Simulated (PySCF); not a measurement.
**Fractional electron number in S⁺ (sulfur, charge +1)**

The 3p alpha orbital of [Ne] 3s2 3p3 is emptied in steps (occupation f), with all orbitals relaxed, ending at [Ne] 3s2 3p2. All numbers are calculated (PySCF 2.14, no relativity, point nucleus, in aug-cc-pV(D+d)Z (5s4p3d, 32 functions)). The exact energy is a straight line in f; departures are measured from the line between the end points of the same method.

| f | UHF (eV) | LDA (eV) | PBE (eV) | PBE0 (eV) | r2SCAN (eV) | LC-wPBE (eV) | BHandHLYP (eV) | wB97X (eV) | M06-2X (eV) | MN15 (eV) |
| --- | --- | --- | --- | --- | --- | --- | --- | --- | --- | --- |
| 1 | 0.000 | 0.000 | 0.000 | 0.000 | 0.000 | 0.000 | 0.000 | 0.000 | 0.000 | 0.000 |
| 0.9 | 0.066 | -0.496 | -0.486 | -0.350 | -0.452 | -0.090 | -0.218 | -0.122 | -0.234 | -0.302 |
| 0.7 | 0.151 | -1.162 | -1.134 | -0.815 | -1.047 | -0.208 | -0.508 | -0.281 | -0.556 | -0.703 |
| 0.5 | 0.177 | -1.387 | -1.350 | -0.968 | -1.233 | -0.244 | -0.604 | -0.328 | -0.670 | -0.832 |
| 0.3 | 0.146 | -1.168 | -1.132 | -0.810 | -1.023 | -0.200 | -0.506 | -0.269 | -0.555 | -0.692 |
| 0.1 | 0.062 | -0.501 | -0.483 | -0.345 | -0.434 | -0.083 | -0.216 | -0.112 | -0.230 | -0.292 |
| 0 | 0.000 | 0.000 | 0.000 | 0.000 | 0.000 | 0.000 | 0.000 | 0.000 | 0.000 | 0.000 |

Task: For BHandHLYP, how does the orbital energy at f = 1 compare with the removal energy?

Result: −ε = 20.735 eV against a total-energy difference of 23.155 eV. By Janak's theorem ε = ∂E/∂f, so the gap between them reflects the curvature. Along the path −ε is 21.219 (f = 0.9), 22.189 (f = 0.7), 23.160 (f = 0.5), 24.127 (f = 0.3), 25.081 (f = 0.1) eV.

```csv
method,E(f=0) − E(f=1) (eV),−ε at f=1 (eV),−ε at f=0.5 (eV)
UHF,22.722,23.459,22.708
LDA,23.416,17.917,23.398
PBE,23.326,17.936,23.333
PBE0,23.386,19.500,23.402
r2SCAN,23.527,18.489,23.599
LC-wPBE,23.482,22.477,23.505
BHandHLYP,23.155,20.735,23.160
wB97X,23.250,21.896,23.286
M06-2X,23.147,20.564,23.141
MN15,23.381,20.018,23.413
```

Reference removal energy between the ground levels: 23.338 eV (measured; NIST Atomic Spectra Database, ionization energies). The calculation has no spin-orbit coupling. UHF lacks correlation.
